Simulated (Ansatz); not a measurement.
`C#C[SiH](C)OC` + H–F → `CO[SiH](C)F` + acetylene at 298.15 K and 1 bar (ligand exchange at the Si–C bond).

Calculated with Ansatz (gas phase, PBE0-D4/def2-TZVP geometries, no zero-point term in ΔE). CCSD(T)/CBS adds triple-zeta CCSD(T) − MP2 to the extrapolated MP2 energy (def2 sets, frozen cores). This one scheme is used for every species. Each species was taken in one conformer, which may not be the lowest.

```json
{"species": "`C#C[SiH](C)OC`", "CCSD(T)/CBS energy (Eh)": "-521.27282", "H − E (kJ/mol)": "308.5", "S (J/(mol·K))": "385.9"}
{"species": "H–F", "CCSD(T)/CBS energy (Eh)": "-100.39570", "H − E (kJ/mol)": "33.5", "S (J/(mol·K))": "173.6"}
{"species": "`CO[SiH](C)F`", "CCSD(T)/CBS energy (Eh)": "-544.48370", "H − E (kJ/mol)": "261.9", "S (J/(mol·K))": "357.0"}
{"species": "`C#C`", "CCSD(T)/CBS energy (Eh)": "-77.22717", "H − E (kJ/mol)": "80.8", "S (J/(mol·K))": "200.2"}
```

H − E and S are ideal-gas, rigid-rotor, harmonic terms from PBE0-D4/def2-TZVP, for one conformer and one mirror image of each species. 1 Eh = 2625.50 kJ/mol, R = 8.31446 J/(mol·K).

Question: By hand: ΔE, ΔH, ΔS and ΔG.

Answer: ΔE = (-544.48370) + (-77.22717) − (-521.27282) − (-100.39570) = -0.04235 Eh = -111.2 kJ/mol. Δ(H − E) = 261.9 + 80.8 − 308.5 − 33.5 = 0.7, so ΔH = -110.5 kJ/mol. ΔS = 357.0 + 200.2 − 385.9 − 173.6 = -2.3 J/(mol·K). ΔG = -110.5 − 298.15 × (-2.3)/1000 = -109.8 kJ/mol.

Question: By hand: the equilibrium constant, and the temperature at which ΔG would vanish if ΔH and ΔS stayed fixed.

Answer: log₁₀ K = −ΔG/(RT ln 10) = 19.2. ΔG = 0 at ΔH/ΔS = 48043 K, far beyond where these terms or the molecules hold.

The number of gas molecules stays the same, so ΔS is small and ΔH decides. A doubt of 5 kJ/mol in ΔE shifts log₁₀ K by 0.9 here. Other conformers and mirror images would add mixing entropy, several J/(mol·K) or more a flexible species. These are equilibria of isolated gas molecules and say nothing of rates. Largest T1 diagnostic: 0.013 (customary marks: 0.02 for closed shells, 0.045 for open ones).
